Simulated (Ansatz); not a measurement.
The cluster K2H2, relaxed as a singlet with RKS r2SCAN-D4/def2-TZVP in Ansatz, starting from the GFN2-xTB geometry. Force threshold 0.02 eV/Å.

The structure comes from a short search, and lower isomers may exist.

Start:

Cartesian coordinates in Å:
```
K -2.2300 0.3601 1.2868
K 2.2297 -0.3570 -1.2896
H -0.5241 1.1680 -1.2401
H 0.5245 -1.1710 1.2428
```

```json
{"step": "1", "energy (eV)": "-32677.8377", "largest force component (eV/Å)": "1.028", "SCF passes": "25"}
{"step": "2", "energy (eV)": "-32678.1412", "largest force component (eV/Å)": "0.979", "SCF passes": "27"}
{"step": "3", "energy (eV)": "-32678.5380", "largest force component (eV/Å)": "0.927", "SCF passes": "26"}
{"step": "4", "energy (eV)": "-32678.8639", "largest force component (eV/Å)": "0.609", "SCF passes": "25"}
{"step": "5", "energy (eV)": "-32679.0000", "largest force component (eV/Å)": "0.088", "SCF passes": "25"}
{"step": "6", "energy (eV)": "-32679.0057", "largest force component (eV/Å)": "0.006", "SCF passes": "24"}
```

Force components are those of the run's own axes.

End:

```tsv
atom	x (Å)	y (Å)	z (Å)
K1	-1.5411	0.2490	0.8888
K2	1.5411	-0.2486	-0.8890
H3	-0.5096	1.1326	-1.2010
H4	0.5096	-1.1330	1.2013
```

Bonds formed: K1–H3, K1–H4, K2–H3, K2–H4 (atoms count from 1). Metal–metal contacts that move far: K1–K2 5.20 to 3.59 Å. The end is the same structure that another start reached, the lowest one found.

No frequencies were taken in this run, so the end may be a saddle point.

Run time 15 s (4 threads of Arm Neoverse N1 on a shared host).
